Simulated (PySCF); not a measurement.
**Nb⁺ (niobium, charge +1): BHandHLYP calculation**

Configuration: [Kr] 4d3 5p1, one real determinant (an excited configuration). All numbers are calculated (PySCF 2.14, scalar relativity through the core potential, in aug-cc-pVDZ-PP with ECP28MDF).

- Total energy: -56.1505 hartree
- One-electron energy: -91.2398 hartree
- Hartree (Coulomb) energy: 41.5550 hartree
- Exchange-correlation energy: -6.4657 hartree
- ⟨S²⟩: 6.0012
- ⟨L²⟩: 14.020
- Sum of ⟨r⟩: 20.03 bohr
- Sum of ⟨r²⟩: 46.24 bohr²
- Traceless quadrupole moment −½Σ⟨3z² − r²⟩ along its main axis: -7.34 e·bohr²

```json
{"shell": "4s α", "electrons": "1", "mean orbital energy (eV)": "-77.834", "spread (eV)": "0", "rms radius, mean of both spins (bohr)": "1.24"}
{"shell": "4s β", "electrons": "1", "mean orbital energy (eV)": "-75.005", "spread (eV)": "0", "rms radius, mean of both spins (bohr)": "1.24"}
{"shell": "4p α", "electrons": "3", "mean orbital energy (eV)": "-51.388", "spread (eV)": "0.130", "rms radius, mean of both spins (bohr)": "1.39"}
{"shell": "4p β", "electrons": "3", "mean orbital energy (eV)": "-47.937", "spread (eV)": "0.320", "rms radius, mean of both spins (bohr)": "1.39"}
{"shell": "4d α", "electrons": "3", "mean orbital energy (eV)": "-16.058", "spread (eV)": "0.171", "rms radius, mean of both spins (bohr)": "2.06"}
{"shell": "5p α", "electrons": "1", "mean orbital energy (eV)": "-8.409", "spread (eV)": "0", "rms radius, mean of both spins (bohr)": "4.33"}
```

⟨L²⟩ = 14.02 against 20 for a pure G term, so this real determinant mixes terms. Energies and moments cover only the electrons outside the core potential.
